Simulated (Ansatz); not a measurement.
# Computed against measured: atomisation enthalpy at 298 K

10 molecules without hydrogen; the atomisation enthalpy at 298 K in kJ/mol, computed less measured. Shapes, held fixed at every level: PBE0-D4/def2-TZVP. Flexible molecules stand in one conformer, not always the lowest. Thermal terms are harmonic and unscaled (PBE0-D4/def2-TZVP); the spin-orbit lowering of the free atoms is taken from their spectra. Programs: Ansatz 0.2.0. Measured values: Active Thermochemical Tables, CRC Handbook of Chemistry and Physics, NIST-JANAF tables.

Levels: A = B3LYP-D4/def2-TZVPP; B = PBE0-D4/def2-TZVPP; C = r2SCAN0-D4/def2-TZVPP; D = CCSD(T)/CBS estimate.

```json
{"molecule": "CO (carbon monoxide)", "from tabulated heats": "1077", "A": "-17", "B": "-17", "C": "-63", "D": "-5"}
{"molecule": "N2 (nitrogen)", "from tabulated heats": "945", "A": "+5", "B": "-14", "C": "-91", "D": "-8"}
{"molecule": "OCS (carbonyl sulfide)", "from tabulated heats": "1381", "A": "+3", "B": "+21", "C": "-40", "D": "-5"}
{"molecule": "BClF2 (chlorodifluoroborane)", "from tabulated heats": "1736", "A": "-15", "B": "+6", "C": "-25", "D": "-5"}
{"molecule": "CClF3 (SMILES FC(F)(F)Cl)", "from tabulated heats": "1787", "A": "-29", "B": "+18", "C": "-56", "D": "-5"}
{"molecule": "SiCl4 (silicon tetrachloride)", "from tabulated heats": "1598", "A": "-51", "B": "+5", "C": "-11", "D": "0"}
{"molecule": "SClO2F (SMILES O=S(=O)(F)Cl)", "from tabulated heats": "1533", "A": "-51", "B": "-7", "C": "-81", "D": "-7"}
{"molecule": "SF4 (sulfur tetrafluoride)", "from tabulated heats": "1358", "A": "-22", "B": "-7", "C": "-77", "D": "+5"}
{"molecule": "C2Cl2F4 (dichlorotetrafluoroethane)", "from tabulated heats": "2931", "A": "-61", "B": "+27", "C": "-95", "D": "-22"}
{"molecule": "C2Cl4F2 (1,1,1,2-tetrachloro-2,2-difluoroethane)", "from tabulated heats": "2568", "A": "-15", "B": "+96", "C": "-22", "D": "+38"}
```

(1) Which level does best on this set, which worst, and which err to one side?

Results:

(1) 
| level | kind | mean error | mean absolute error | worst case |
| --- | --- | --- | --- | --- |
| B3LYP-D4/def2-TZVPP | global hybrid | -25.3 | 26.9 | C2Cl2F4 |
| PBE0-D4/def2-TZVPP | global hybrid | +12.8 | 21.8 | C2Cl4F2 |
| r2SCAN0-D4/def2-TZVPP | global hybrid | -56.1 | 56.1 | C2Cl2F4 |
| CCSD(T)/CBS estimate | coupled cluster or CI | -1.4 | 10.0 | C2Cl4F2 |

On this set CCSD(T)/CBS estimate has the smallest mean absolute error and r2SCAN0-D4/def2-TZVPP the largest. B3LYP-D4/def2-TZVPP is too low in 8 of 10; r2SCAN0-D4/def2-TZVPP is too low in 10 of 10. The heats of SF4 (sulfur tetrafluoride) come from older tables and can be uncertain by 10 kJ/mol or more. Heats of the atoms come from ATcT where it has them, that of boron, 570 kJ/mol, from recent work. The levels differ in basis as well as in method. The tabulated values of BClF2, SClO2F, C2Cl2F4, C2Cl4F2 are in doubt (older tables, estimates, or at odds with other calculations) and kept here. Over the 6 molecules whose values aren't doubted the mean absolute errors are A 21.2; B 13.7; C 56.3; D 4.7. The CBS estimate extrapolates MP2 from def2-TZVPP and def2-QZVPP and adds CCSD(T) − MP2 in the triple-zeta set, cores frozen. The set is small.
